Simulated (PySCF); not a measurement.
SMILES CC(C)(C)CCOC (C₇H₁₆O) at its GFN2-xTB optimised geometry (Å):

```
24

C     -0.6024    -2.2945     3.9072
O     -0.9583    -0.9612     3.6482
C     -0.2562    -0.3575     2.5815
C     -0.6890    -0.8741     1.2051
C     -0.1404    -0.0898     0.0000
C     -0.6355    -0.7860    -1.2732
C      1.3902    -0.0898     0.0000
C     -0.6528     1.3523     0.0000
H      0.4829    -2.3972     4.0348
H     -1.1012    -2.5699     4.8349
H     -0.9304    -2.9732     3.1120
H      0.8244    -0.5035     2.7238
H     -0.4865     0.7055     2.6766
H     -0.3749    -1.9160     1.1057
H     -1.7810    -0.8522     1.1746
H     -1.7226    -0.7958    -1.3064
H     -0.2716    -0.2673    -2.1573
H     -0.2825    -1.8142    -1.3126
H      1.7636     0.3692    -0.9128
H      1.7810     0.4725     0.8439
H      1.7746    -1.1063     0.0516
H     -0.2445     1.9160     0.8345
H     -0.3568     1.8527    -0.9195
H     -1.7380     1.3733     0.0667
```

Computed with CAM-B3LYP/def2-SVP (PySCF). Cells within 0.4 Å of a nucleus heavier than hydrogen are left out (blank, or x).

Map of the HOMO−1 amplitude (bohr^(-3/2)) on the plane z = 0.0 Å; orbital energy -9.90 eV, overall sign arbitrary:

```
|4444444444444444444444444|
|4444444443334444444444444|
|4444444333333344444444444|
|4444443333333334444444444|
|4444433333233334444444444|
|4444333322222334444444444|
|4444333321012334444444444|
|4444333220x13344444444444|
|444433333xxx5444444444444|
|4444333457x96544444444444|
|4443334457997533455544444|
|4433333456897322366544444|
|44333333457xx100xx6554444|
|43333333345xx000xx6554444|
|4333333334432112356544444|
|4333333334444333455544444|
|4333333344555444455544444|
|4433333445555544444444444|
|4443334445555544444444444|
|4444444445555544444444444|
|4444444444555544444444444|
|4444444444444444444444444|
|4444444444444444444444444|
|4444444444444444444444444|
|4444444444444444444444444|
```
Scale: ten equal steps from -0.033 (start of '0') to 0.045 (end of '9'), in the order '0123456789'; x runs from -4.00 to 4.00, y from -4.00 (bottom) to 4.00 (top).
